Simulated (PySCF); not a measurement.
Arsenic: highly charged ions in a basis for the neutral atom

As⁸⁺ [Ar] 3d7, As⁹⁺ [Ar] 3d6. Calculation: PySCF 2.14, in cc-pVTZ-PP with ECP10MDF (5s4p3d1f, 39 functions); scalar relativity through the core potential. No spin-orbit coupling, so a gap to NIST mixes the basis error with missing relativistic terms.

Changed run: basis of the neutral atom used for a highly charged ion. This setting is unsound on purpose.

```csv
species,method,sound run (hartree),changed run (hartree),converged
As⁸⁺,UHF,not run,-308.33509,yes
As⁸⁺,LDA,not run,-308.46136,yes
As⁸⁺,B3LYP,not run,-309.10478,yes
As⁹⁺,UHF,not run,-300.13180,yes
As⁹⁺,LDA,not run,-300.19581,yes
As⁹⁺,B3LYP,not run,-300.80916,yes
```

Ionisation energy of As⁸⁺:

```csv
method,changed run (eV),NIST (eV)
UHF,223.22,213 ± 2.2
LDA,224.92,213 ± 2.2
B3LYP,225.74,213 ± 2.2
```

The contracted functions were made for the neutral atom and can be too rigid for a highly charged ion.
